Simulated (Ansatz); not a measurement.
GaCl2(NH2) (GaNCl2H2). Total charge 0; singlet. Geometry PBE0-D4/def2-SVP, basis def2-TZVP, Ansatz.

| run | HOMO (eV) | LUMO (eV) |
| --- | --- | --- |
| A | -7.50 | -1.37 |
| B | -10.44 | 0.81 |
| C | -10.57 | 1.04 |
| D | -6.66 | -2.02 |
| E | -7.01 | -1.81 |
| F | -9.52 | -0.11 |

The runs used B97M-V, CAM-B3LYP, PBE, r2SCANh, ωB97M-V, ωB97X-V. Estimate which is which.

A r2SCANh (10 % exact exchange); B ωB97M-V (range-separated); C ωB97X-V (range-separated); D PBE (0 % exact exchange); E B97M-V (0 % exact exchange); F CAM-B3LYP (range-separated). Exact exchange lowers occupied and raises empty levels; among semilocal functionals meta-GGAs tend to open the gap a little, and such runs are hard to tell apart. The gap grows from 4.64 eV (PBE) to 11.61 eV (ωB97X-V).
